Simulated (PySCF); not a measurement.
Species: C₄H₂F₅ (doublet state).
Cartesian coordinates in Å at the GFN2-xTB level; atoms count from 1:
```xyz
11
C4H2F5 angstrom
F     -2.2702    1.2028   -0.3194
C     -1.2189    0.4219   -0.5320
C     -0.9817   -0.9002    0.0589
C     -0.0496    0.2826    0.3474
F     -0.0536    0.8091    1.6053
C      1.3578    0.2861   -0.2266
F      1.8174    1.5214   -0.4287
F      2.2277   -0.3361    0.5729
F      1.3904   -0.3457   -1.4070
H     -1.6313   -1.2428    0.8576
H     -0.5826   -1.6964   -0.5545
```

The hyperfine couplings belong to this conformer and change with its torsions.

The species is `F[C]1C[C@@]1(F)C(F)(F)F` [radical].

Method used: UKS B3LYP, pcH-1 on C F H, non-relativistic, mean-field spin-orbit, GIAO in PySCF 2.14.0. Geometry: GFN2-xTB; no solvent, vibrations or thermal averaging. The geometry wasn't refined by DFT: couplings that depend on bond lengths, twists or pyramidal angles can differ widely from those at the functional's own minimum. No stability test was run, so a lower SCF solution isn't excluded.

Principal values of hyperfine tensors in MHz (contact and dipolar terms together), for some of the nuclei:

```
atom  isotope      A1      A2      A3
  C2      13C  351.79  356.17  560.30
  F1      19F  -57.16  -28.51  666.17
 H11       1H   70.84   73.74   90.73
 H10       1H   37.63   42.15   52.14
  F5      19F  -39.06  -19.71  132.53
  C6      13C   16.83   17.84   23.73
  F7      19F    1.57    3.52   36.83
  F9      19F    2.01    2.41   17.83
```

(1) Give the isotropic coupling of each nucleus in MHz and in mT (g = 2.0041), and the anisotropic part.

(2) What spin density at the nucleus of H11 lies behind its contact coupling (g_N = 5.58569)?

(3) C4 (13C, g_N = 1.40482) isn't in the table. Its spin density at the nucleus is 0.007801 bohr⁻³. What is its contact coupling?

(4) Name the largest traceless tensor T of the table and describe it.

(5) In a single crystal, with the field along each principal axis of the tensor of C2 in turn, what first-order splitting does this nucleus give (isotropic g, quadrupole terms neglected)?

Results:

(1) a_iso is a third of the trace, T = A − a_iso, and a(mT) = a(MHz)/(g × 13.996).

| atom | a_iso (MHz) | a_iso (mT) | T1 | T2 | T3 |
| --- | --- | --- | --- | --- | --- |
| C2 | 422.75 | 15.071 | -70.96 | -66.58 | 137.54 |
| F1 | 193.50 | 6.898 | -250.66 | -222.01 | 472.67 |
| H11 | 78.43 | 2.796 | -7.60 | -4.70 | 12.29 |
| H10 | 43.97 | 1.568 | -6.35 | -1.82 | 8.17 |
| F5 | 24.59 | 0.877 | -63.65 | -44.29 | 107.95 |
| C6 | 19.47 | 0.694 | -2.64 | -1.63 | 4.26 |
| F7 | 13.97 | 0.498 | -12.40 | -10.46 | 22.86 |
| F9 | 7.42 | 0.264 | -5.41 | -5.00 | 10.41 |

(2) a_FC = 800.24 MHz bohr³ × g_N × ρ(0)/(2S). With a_FC = 78.43 MHz and 2S = 1, ρ(0) = 0.01755 bohr⁻³. In magnitude that is 5.5 % of the 1/π = 0.318 of a free hydrogen atom.

(3) By the same relation, a_FC = 8.77 MHz. Its full tensor has the principal values -0.07, 5.47, 20.91 MHz.

(4) F1: -250.7, -222.0, 472.7 MHz, nearly axial, close to the ratio −1:−1:+2.

(5) 2 lines (I = 1/2), spaced by |A_i|/(g × 13.996): 12.54, 12.70, 19.97 mT along the axes of A1, A2 and A3.

Time: 58 s wall (with the writing of density and orbital grids); peak memory 0.98 GiB. Hardware: one thread of an Arm Neoverse V2, no GPU (shared host).
